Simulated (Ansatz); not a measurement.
C₂HClFIn (`C#[C][In]([F])[Cl]`), relaxed with RKS PBE0-D4/def2-TZVP in the Gaussian-basis code of Ansatz from a GFN2-xTB geometry. The force threshold is 0.005 eV/Å; the program also tests the step.

The species carries charge 0 and has multiplicity 1. In: def2 effective core potential.

Start:

```xyz
6

C     0.772    0.917   -1.707
C     0.312    0.353   -0.752
In   -0.487   -0.602    0.979
F    -0.140    0.442    2.605
Cl   -1.638   -2.524    1.419
H     1.181    1.414   -2.544
```

```csv
step,energy (eV),largest force (eV/Å),largest move (Å)
1,-22496.9144,1.573,0.000
2,-22496.9952,0.256,0.105
3,-22497.0041,0.111,0.058
4 (rejected),-22496.9952,1.284,0.093
5,-22497.0071,0.034,0.046
6,-22497.0079,0.025,0.018
7,-22497.0085,0.004,0.030
8,-22497.0085,0.002,0.008
```

End:

```xyz
6

C     0.742    0.862   -1.702
C     0.313    0.373   -0.687
In   -0.422   -0.476    1.025
F    -0.187    0.394    2.735
Cl   -1.568   -2.451    1.228
H     1.123    1.298   -2.599
```

Run time 28 s (4 threads of a server CPU on a shared host); peak host memory 0.47 GiB.
